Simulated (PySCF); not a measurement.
Electron correlation in S²⁺ (sulfur, charge +2)

[Ne] 3s2 3p1 3d1, one real determinant (an excited configuration). All numbers are calculated (PySCF 2.14, the spin-free X2C one-electron Hamiltonian (Gaussian nucleus), in dyall-acv3z (19s12p6d4f, 113 functions)). Frozen: [Ne]; 4 electrons correlated; the 23 highest virtual orbitals of each spin left out.

MP2 pair energies summed by pair of shells (mhartree):

```
 pair  energy  share (%)
3s-3d  -37.66       39.4
3s-3s  -27.03       28.3
3s-3p  -23.63       24.7
3p-3d   -7.28        7.6
```

Total MP2 correlation energy: -95.60 mhartree.

Same-spin part -15.36 and opposite-spin part -80.24 mhartree; SCS-MP2 scales them by 1/3 and 6/5 to -101.41 mhartree.

The reference is one real determinant that mixes LS terms of this configuration.
